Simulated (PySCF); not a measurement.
Ionisation energy of Se by level of theory

Se [Ar] 3d10 4s2 4p4 (3P) → Se⁺ [Ar] 3d10 4s2 4p3 (4S), as a difference of total energies. Computed with PySCF 2.14 in cc-pVTZ-PP with ECP10MDF (5s4p3d1f, 39 functions), with a scalar-relativistic core potential. Correlated levels: valence: 3s2 3p6 3d10 frozen. The calculations carry no spin-orbit coupling.

| method | ionisation energy (eV) | error (eV) |
| --- | --- | --- |
| UHF | 8.549 | -1.086 |
| MN15 | 9.354 | -0.281 |
| B3LYP | 9.789 | +0.154 |
| MP2 (valence) | 9.218 | -0.417 |
| SCS-MP2 (valence) | 9.283 | -0.352 |
| CCSD (valence) | 9.331 | -0.304 |
| CCSD(T) (valence) | 9.359 | -0.276 |

Reference: 9.635 eV (measured; NIST levels, between the centres of gravity of the two terms).

Errors of the correlated levels include the incompleteness of this basis and the frozen core.
